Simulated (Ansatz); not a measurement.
The cluster Sn5Au, relaxed as a doublet with UKS PBE-D4/def2-SVP in Ansatz, starting from the GFN1-xTB geometry. Force threshold 0.03 eV/Å.

In the def2 sets Au, Sn take a core potential; there is no spin–orbit coupling. The structure comes from a short search, and lower isomers may exist.

Start:

```xyz
6

Au    0.7133    0.4540    1.8071
Sn   -0.4685   -1.6577    0.8198
Sn   -1.9461    0.7805    0.4327
Sn    1.8550   -0.8382   -0.6640
Sn   -0.7638   -0.4860   -1.9341
Sn    0.6101    1.7474   -0.4616
```

Estimate the energy that the relaxation releases and the steps that it takes.

11.0 kcal/mol, in 20 steps; 1.7 min on 6 threads of Intel Xeon on a shared host. The force fell under the threshold at step 8, but the optimiser went on and released 0.060 eV more. No frequencies were taken in this run, so the end may be a saddle point.

Does the start keep its bonding and symmetry?

Bonds lost: Au1–Sn4 (atoms count from 1). The end is the same structure that another start reached, the lowest one found. Point group C2v at the start, Cs at the end, both within 0.05 Å.

Predict the relaxed structure.


Cartesian coordinates in Å:
```
Au 0.298 0.697 2.102
Sn -0.167 -1.756 0.946
Sn -2.013 0.773 0.357
Sn 1.828 -0.994 -1.102
Sn -0.882 -0.449 -1.936
Sn 0.937 1.730 -0.366
```
Bond lengths (bridged metal pairs left out): 8 × Sn–Sn 2.83 to 3.24 Å; 3 × Au–Sn 2.75 to 2.90 Å.
